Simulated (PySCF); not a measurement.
## Dipole polarisabilities along the 5p block, charge +1

Calculated with PySCF 2.14 for the ground configurations, without spin-orbit coupling: coupled response for Hartree-Fock and DFT. Mean α in bohr³, C₆ of like pairs in atomic units.

```tsv
species	α UHF	α PBE	α PBE0	C₆ UHF	C₆ PBE	C₆ PBE0
In⁺ [Kr] 4d10 5s2 (x2c-QZVPPall with one added diffuse shell each of s, p, d, f type, spin-free X2C)	29.61	23.76	25.00	211.3	163.5	173.1
Sn⁺ [Kr] 4d10 5s2 5p1 (x2c-QZVPPall with one added diffuse shell each of s, p, d, f type, spin-free X2C)	29.03	27.29	27.37	231.6	211.6	213.4
Sb⁺ [Kr] 4d10 5s2 5p2 (x2c-QZVPPall with one added diffuse shell each of s, p, d, f type, spin-free X2C)	25.74	25.37	25.13	215.9	209.9	208.1
Te⁺ [Kr] 4d10 5s2 5p3 (x2c-QZVPPall with one added diffuse shell each of s, p, d, f type, spin-free X2C)	22.34	22.51	22.19	191.3	191.7	188.7
I⁺ [Kr] 4d10 5s2 5p4 (x2c-QZVPPall with one added diffuse shell each of s, p, d, f type, spin-free X2C)	20.06	20.60	20.22	174.4	179.0	175.4
Xe⁺ [Kr] 4d10 5s2 5p5 (x2c-QZVPPall with one added diffuse shell each of s, p, d, f type, spin-free X2C)	17.79	18.39	18.04	155.1	160.8	157.3
```

The values depend on the diffuse functions of the basis.
